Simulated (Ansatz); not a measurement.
Reaction (cleavage of the Si–Sn bond): `[CH3][SnH2][SiH2]O` + `[OH][GeH3]` → `O[SiH2][O][GeH3]` + `[CH3][SnH3]`

Isolated molecules relaxed with PBE0-D4/def2-TZVP in Ansatz; ΔE leaves out vibrations. CBS: MP2 limit from def2 TZ/QZ plus the TZ coupled-cluster correction, frozen cores. Functionals use def2-TZVPP. B3LYP here is the variant with VWN-RPA as its local correlation; programs differ in this. Elements past krypton have def2 core potentials. For Ge, Sn outer-core shells are correlated without core-valence functions, which leaves a few kJ/mol of doubt a bond. Scalar relativity is left out up to krypton. One conformer a species, not always the lowest.

Q: Is it downhill or uphill in electronic energy at CCSD(T)/CBS, and by how much? (Best estimate.)

A: Computed: Downhill: ΔE = -26.7 kcal/mol.

Q: What do these levels give: PBE-D4, ωB97X-V, ωB97M-V, B2PLYP, r2SCAN, PBE0, B3LYP, MP2/def2-TZVPP, CCSD/def2-TZVPP, SCS-MP2/def2-QZVPP, HF/CBS(def2), CCSD/CBS(def2)? (Estimate.)

A: Computed: PBE-D4 -21.8, ωB97X-V -27.5, ωB97M-V -28.0, B2PLYP -28.1, r2SCAN -26.4, PBE0 -23.9, B3LYP -26.8, MP2/def2-TZVPP -28.5, CCSD/def2-TZVPP -29.0, SCS-MP2/def2-QZVPP -28.8, HF/CBS(def2) -33.8, CCSD/CBS(def2) -27.4 kcal/mol.

Largest T1 diagnostic among the species: 0.012.

From PBE to PBE0 (25 % exact exchange), in def2-TZVPP and without D4, ΔE moves by −2.2 kcal/mol. In def2-TZVPP, CCSD(T) changes the Hartree–Fock value by +5.0 kcal/mol (the triples alone add +0.6 kcal/mol) and MP2 by +4.9 kcal/mol.
